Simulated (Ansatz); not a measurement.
Consider the ligand exchange at the Al–O bond: `[OH][Al-]1([OH])[O]C(C(F)(F)F)=CC(C(F)(F)F)=[O+]1` + HCl → `[OH][Al-]1([Cl])[O]C(C(F)(F)F)=CC(C(F)(F)F)=[O+]1` + H₂O.

Computed with Ansatz on PBE0-D4/def2-TZVP structures; ΔE is electronic, products minus reactants. CCSD(T)/CBS is the MP2 limit (def2-TZVPP, def2-QZVPP) plus CCSD(T) − MP2 in def2-TZVPP, frozen cores. This one scheme is used for every species. DFT in def2-TZVPP. B3LYP here is the variant with VWN-RPA as its local correlation; programs differ in this. HSE06 is defined as in plane-wave codes. Each species was taken in one conformer, which may not be the lowest.

`[OH][Al-]1([OH])[O]C(C(F)(F)F)=CC(C(F)(F)F)=[O+]1`:

```xyz
19

O    -2.812    0.478   -1.205
Al   -1.506   -0.595   -1.232
O    -1.543   -1.976   -2.204
O    -1.074   -0.977    0.516
C    -0.145   -0.467    1.195
C    -0.126   -0.926    2.659
F     0.079   -2.240    2.711
F     0.836   -0.325    3.355
F    -1.291   -0.656    3.236
C     0.825    0.413    0.735
C     0.837    0.774   -0.606
C     1.947    1.691   -1.140
F     2.675    1.031   -2.037
F     2.757    2.106   -0.169
F     1.415    2.756   -1.726
O     0.019    0.404   -1.487
H    -3.606    0.358   -1.719
H    -0.865   -2.640   -2.289
H     1.578    0.791    1.406
```

HCl:

Cartesian coordinates in Å:
```
Cl 0.480 -0.362 -0.218
H -0.480 0.362 0.218
```

`[OH][Al-]1([Cl])[O]C(C(F)(F)F)=CC(C(F)(F)F)=[O+]1`:

Cartesian coordinates in Å:
```
O 1.484 -2.776 1.490
Al 0.578 -1.369 1.642
Cl -0.093 -0.813 3.542
O 1.387 0.090 0.878
C 0.882 0.869 0.026
C 1.785 2.057 -0.334
F 2.089 2.742 0.760
F 1.196 2.880 -1.198
F 2.910 1.608 -0.883
C -0.352 0.724 -0.593
C -1.131 -0.391 -0.316
C -2.460 -0.600 -1.056
F -3.450 -0.722 -0.181
F -2.393 -1.712 -1.782
F -2.738 0.416 -1.869
O -0.855 -1.313 0.497
H 1.849 -3.144 0.690
H -0.688 1.455 -1.310
```

H₂O:

Cartesian coordinates in Å:
```
O 0.375 -0.066 0.083
H -0.086 -0.266 -0.735
H -0.289 0.332 0.652
```

```csv
level,ΔE (kJ/mol),difference from CCSD(T)/CBS
PBE-D4,-29.3,1.6
B97M-V,-29.8,1.1
B3LYP-D4,-25.8,5.1
r2SCAN0-D4,-31.2,-0.3
BHLYP-D4,-29.2,1.7
CAM-B3LYP-D4,-23.1,7.8
ωB97X-V,-28.9,2.0
ωB97M-V,-28.6,2.3
B2PLYP,-24.1,6.8
PBE-QIDH,-32.1,-1.2
r2SCANh,-28.8,2.1
HSE06,-31.1,-0.2
RPA@PBE/def2-TZVPP,-22.8,8.1
CCSD/def2-SVP,-24.2,6.7
MP2/def2-QZVPP,-31.6,-0.7
CCSD/CBS(def2),-30.3,0.6
CCSD(T)/CBS,-30.9,0
```

Largest T1 diagnostic among the species: 0.015.

The D4 term adds −3.9 kJ/mol with B3LYP and −2.3 kJ/mol with PBE0; it sums over pairs of atoms, weighted by their polarisabilities, and B3LYP, whose exchange is more repulsive, gets the larger term. From BLYP to BHLYP (50 % exact exchange), in def2-TZVPP and without D4, ΔE moves by −6.5 kJ/mol.
